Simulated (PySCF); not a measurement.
Isomers of C7H6FN.

All values: PBE0/pcSseg-1 (PySCF) at GFN2-xTB geometries, gas phase, one conformer each.

(1) Rank by HOMO–LUMO gap, highest first.
A. `[CH2:1]=[CH:2][c:3]1[cH:4][n:5][cH:6][c:7]([F:8])[cH:9]1` with C1–C2–C3–C4 180°
B. `[H]/[N:1]=[CH:2]\[c:3]1[cH:4][cH:5][cH:6][cH:7][c:8]1[F:9]` with N1–C2–C3–C4 0°
C. `C[C@@]1(F)C=CC(C#N)=C1`

(2) Rank by dipole moment, highest first.
A. `[H]/[N:1]=[CH:2]\[c:3]1[cH:4][cH:5][c:6]([F:7])[cH:8][cH:9]1` with N1–C2–C3–C4 0°
B. `[H]/[N:1]=[CH:2]\[c:3]1[cH:4][cH:5][cH:6][cH:7][c:8]1[F:9]` with N1–C2–C3–C4 0°
C. `[CH2:1]=[CH:2][c:3]1[cH:4][n:5][cH:6][c:7]([F:8])[cH:9]1` with C1–C2–C3–C4 180°
D. `C[C@@]1(F)C=CC(C#N)=C1`

Results:

(1) B (5.84 eV), A (5.44 eV), C (5.01 eV).

(2) D (3.84 D), B (3.65 D), C (2.21 D), A (1.42 D).

All values together:

| SMILES | μ (D) | HOMO (eV) | LUMO (eV) | lowest IAO charge (e) | highest IAO charge (e) | lowest Hirshfeld charge (e) | highest Hirshfeld charge (e) |
| --- | --- | --- | --- | --- | --- | --- | --- |
| C=Cc1cncc(F)c1 | 2.21 | -7.17 | -1.73 | -0.300 (C) | +0.271 (C) | -0.154 (N) | +0.086 (C) |
| [H]/N=C\c1ccccc1F | 3.65 | -7.54 | -1.70 | -0.420 (N) | +0.301 (C) | -0.229 (N) | +0.103 (H) |
| [H]/N=C\c1ccc(F)cc1 | 1.42 | -7.40 | -1.54 | -0.427 (N) | +0.306 (C) | -0.233 (N) | +0.103 (H) |
| C[C@@]1(F)C=CC(C#N)=C1 | 3.84 | -7.42 | -2.41 | -0.427 (C) | +0.309 (C) | -0.209 (N) | +0.107 (C) |

Conformers: `[CH2:1]=[CH:2][c:3]1[cH:4][n:5][cH:6][c:7]([F:8])[cH:9]1` with C1–C2–C3–C4 180°; `[H]/[N:1]=[CH:2]\[c:3]1[cH:4][cH:5][cH:6][cH:7][c:8]1[F:9]` with N1–C2–C3–C4 0°; `[H]/[N:1]=[CH:2]\[c:3]1[cH:4][cH:5][c:6]([F:7])[cH:8][cH:9]1` with N1–C2–C3–C4 0°.
